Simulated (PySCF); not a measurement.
W(NH)(S)(F)(NH2) (FH3N2SW), SMILES [NH]=[W]([F])([NH2])=[S], multiplicity 1.

Coordinates come from a PBE-D3(BJ)/def2-SVP optimisation. The spin state was assumed, not searched. The structure was generated by enumeration; whether it is a known compound was not checked. The def2 effective core potentials stand for the cores of W; spin–orbit coupling is left out. One conformer was computed; it need not be the lowest.

All values below come from TDA-PBE/def2-SVPD run with PySCF.

Vertical excitations. 

### Question
Estimate the UV-visible absorptions. (The exact figures need the calculation; the answer reports its results.)

### Answer

```csv
state,energy (eV),λ (nm),f,main pairs
S1,3.59,345,0.001,HOMO→LUMO 95 %
S2,3.84,323,0.002,"HOMO→LUMO+1 64 %, HOMO−1→LUMO 34 %"
S3,4.11,302,0.010,HOMO−1→LUMO+1 82 %
S4,4.35,285,0.025,"HOMO−1→LUMO 29 %, HOMO−2→LUMO 25 %, HOMO→LUMO+1 16 %, HOMO→LUMO+3 7 %"
S5,4.64,267,0.004,"HOMO−2→LUMO 65 %, HOMO→LUMO+2 14 %"
S6,4.92,252,0.006,"HOMO−2→LUMO+1 58 %, HOMO−1→LUMO+2 25 %, HOMO→LUMO+2 10 %"
S7,4.95,251,0.002,"HOMO→LUMO+3 51 %, HOMO→LUMO+2 33 %"
S8,5.13,242,0.000,"HOMO−3→LUMO+1 51 %, HOMO−3→LUMO 32 %"
S9,5.15,241,0.010,"HOMO−1→LUMO+2 26 %, HOMO−4→LUMO 15 %, HOMO→LUMO+3 14 %, HOMO→LUMO+2 14 %"
S10,5.25,236,0.015,"HOMO−3→LUMO+1 25 %, HOMO→LUMO+4 24 %, HOMO−3→LUMO 23 %, HOMO→LUMO+3 5 %"
T1,3.26,380,0,"HOMO→LUMO 51 %, HOMO−1→LUMO 28 %, HOMO→LUMO+1 18 %"
T2,3.30,375,0,"HOMO→LUMO 42 %, HOMO→LUMO+1 27 %, HOMO−1→LUMO 23 %"
T3,3.44,360,0,"HOMO→LUMO+1 53 %, HOMO−1→LUMO 45 %"
T4,3.72,334,0,HOMO−1→LUMO+1 91 %
```
Triplets are in the Tamm–Dancoff approximation.
